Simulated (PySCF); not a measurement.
## Correlation energy of Tc²⁺ (technetium, charge +2)

[Kr] 4d5, high-spin 6S determinant. Computed with PySCF 2.14 in def2-QZVPPD with the def2 core potential (28 electrons) (7s5p4d4f2g, 88 functions), with a scalar-relativistic core potential. Frozen: 4s2 4p6; 5 electrons correlated.

```tsv
level	correlation energy (mhartree)
CCSD	-68.55
(T)	-0.91
CCSD(T)	-69.46
```

Diagnostics: T1 = 0.00054, D1 = 0.0008, largest double amplitude 0.022.

Cost of the coupled-cluster step: roughly 16 core-seconds, for 5 correlated electrons.

Iterations:

```
CC2 = 0
CCSD nocc = (np.int64(5), np.int64(0)), nmo = (84, 84)
frozen orbitals [[0, 1, 2, 3], [0, 1, 2, 3]]
max_cycle = 100
direct = 0
conv_tol = 1e-08
conv_tol_normt = 1e-06
diis_space = 8
diis_start_cycle = 0
Init t2, MP2 energy = -0.0620531590469666
Init E_corr(UCCSD) = -0.0620531590495721
cycle = 1  E_corr(UCCSD) = -0.0678489482907251  dE = -0.00579578924  norm(t1,t2) = 0.0138558
cycle = 2  E_corr(UCCSD) = -0.068458067278648  dE = -0.000609118988  norm(t1,t2) = 0.00218731
cycle = 3  E_corr(UCCSD) = -0.0685601021243069  dE = -0.000102034846  norm(t1,t2) = 0.000585758
cycle = 4  E_corr(UCCSD) = -0.0685534886900551  dE = 6.61343425e-06  norm(t1,t2) = 9.04404e-05
cycle = 5  E_corr(UCCSD) = -0.0685534989659727  dE = -1.02759177e-08  norm(t1,t2) = 5.43236e-06
cycle = 6  E_corr(UCCSD) = -0.0685535024247617  dE = -3.45878896e-09  norm(t1,t2) = 6.27329e-07
UCCSD converged
E(UCCSD) = -79.4534239106929  E_corr = -0.0685535024247617
UCCSD(T) correction = -0.000911660412681886
```
